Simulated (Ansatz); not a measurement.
Relaxation of ClFGeH4 (7 atoms, charge 0, multiplicity 1), to a largest force component of 0.03 eV/Å in at most 50 steps.

These are results of Ansatz 0.2.0, RKS PBE0/def2-SVP, not measurements.

```xyz
7
Properties=species:S:1:pos:R:3
Ge -0.074 -0.186 -0.083
H -0.107 -0.093 1.460
H 1.335 -0.118 -0.668
Cl -1.235 1.476 -0.830
H -0.815 -1.461 -0.522
F 1.242 1.938 1.362
H 0.481 1.644 1.792
```

Where does it end, and by what steps?

The forces met the threshold. After 13 steps the energy has fallen by 0.258 eV; H7 moved furthest, 0.91 Å.

```
step  energy less start (eV)  largest force component (eV/Å)  accepted
   0                  0.0000                           0.197       yes
   1                 -0.0454                           0.359       yes
   2                 -0.0070                           2.258        no
   3                 -0.0539                           0.755       yes
   4                 -0.0664                           0.832       yes
   5                 -0.0982                           0.320       yes
   6                 -0.1053                           1.870       yes
   7                 -0.1430                           1.902       yes
   8                 -0.2092                           0.948       yes
   9                 -0.2376                           0.361       yes
  10                 -0.2504                           0.639       yes
  11                 -0.2576                           0.060       yes
  12                 -0.2579                           0.031       yes
  13                 -0.2580                           0.007       yes
```

```xyz
7
Properties=species:S:1:pos:R:3
Ge -0.072 -0.362 -0.006
H -0.140 -0.703 1.483
H 1.349 -0.162 -0.530
Cl -1.116 1.553 -0.263
H -0.869 -1.356 -0.862
F 1.213 1.989 1.589
H 0.462 2.240 1.099
```

Whether the end is a true minimum wasn't checked by a vibrational analysis.

Run time: 19 s on 2 threads of Intel(R) Xeon(R) Platinum 8488C (Sapphire Rapids), with other jobs on the host, peak memory 0.19 GiB.
